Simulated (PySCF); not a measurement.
CH10N2Si2. Atoms are numbered in the order given.

```xyz
15

N     -2.3312    -0.7466     0.7147
C     -1.9421     0.6703     0.7449
Si    -0.4666     0.8967    -0.4260
N      0.6227    -0.3939    -0.0066
Si     2.3177    -0.6277    -0.2976
H     -3.0084    -0.9608     1.4469
H     -2.7877    -0.9727    -0.1698
H     -2.7590     1.3908     0.5280
H     -1.5767     0.9099     1.7585
H     -0.9674     0.8232    -1.8386
H      0.1928     2.2240    -0.2548
H      0.0889    -1.1759     0.3822
H      3.0007    -1.1664     0.9177
H      2.6131    -1.5759    -1.4181
H      2.9006     0.6996    -0.6483
```
Charge 0, spin multiplicity 1.

Geometry: B3LYP-D3(BJ)/def2-SVP. This is a generated structure with no PubChem entry under its InChIKey; it may be hypothetical. The values are those of a single conformer.

Level of theory: B3LYP-D3(BJ)/def2-SVP in PySCF.

Frequencies are harmonic and unscaled.

| mode | ν (cm⁻¹) | IR (km/mol) | moving atoms (share of kinetic energy) |
|---|---|---|---|
| 1 | 50 | 1.5 | H 41 %, N 30 %, Si 19 %, C 10 % |
| 2 | 67 | 0.3 | H 86 %, N 10 % |
| 3 | 80 | 1.7 | N 51 %, Si 27 %, H 22 % |
| 4 | 163 | 0.7 | H 40 %, N 32 %, Si 15 %, C 13 % |
| 5 | 212 | 2.7 | N 45 %, Si 30 %, H 20 % |
| 6 | 280 | 12.7 | H 75 %, N 10 %, Si 9 % |
| 7 | 329 | 26.8 | H 51 %, C 19 %, Si 16 %, N 14 % |
| 8 | 530 | 51.3 | H 90 % |
| 9 | 557 | 38.6 | H 67 %, Si 21 %, N 9 % |
| 10 | 601 | 0.4 | H 38 %, Si 37 %, N 14 %, C 12 % |
| 11 | 660 | 6.3 | H 64 %, C 20 %, Si 14 % |
| 12 | 710 | 5.5 | H 77 %, Si 10 %, C 10 % |
| 13 | 724 | 75.0 | H 78 %, N 12 %, Si 9 % |
| 14 | 770 | 42.1 | H 64 %, Si 15 %, C 14 % |
| 15 | 809 | 118.3 | H 62 %, N 25 %, Si 10 % |
| 16 | 860 | 237.1 | H 76 %, N 17 % |
| 17 | 920 | 289.0 | H 71 %, Si 12 %, C 10 % |
| 18 | 935 | 67.7 | H 94 % |
| 19 | 962 | 192.1 | H 62 %, N 20 %, Si 18 % |
| 20 | 970 | 54.6 | H 80 %, N 15 % |
| 21 | 992 | 83.0 | H 87 %, N 10 % |
| 22 | 1015 | 122.6 | H 90 %, Si 8 % |
| 23 | 1061 | 4.3 | C 37 %, N 34 %, H 28 % |
| 24 | 1097 | 6.8 | H 92 % |
| 25 | 1216 | 322.0 | H 66 %, N 30 % |
| 26 | 1258 | 2.0 | H 76 %, C 17 % |
| 27 | 1338 | 2.6 | H 72 %, C 20 % |
| 28 | 1457 | 5.2 | H 92 % |
| 29 | 1636 | 18.1 | H 92 % |
| 30 | 2164 | 156.3 | H 97 % |
| 31 | 2183 | 216.4 | H 96 % |
| 32 | 2206 | 147.8 | H 97 % |
| 33 | 2217 | 25.6 | H 97 % |
| 34 | 2228 | 177.9 | H 97 % |
| 35 | 2958 | 67.4 | H 94 % |
| 36 | 3062 | 14.8 | H 92 %, C 8 % |
| 37 | 3483 | 0.8 | H 96 % |
| 38 | 3501 | 83.4 | H 93 % |
| 39 | 3558 | 2.1 | H 92 %, N 8 % |
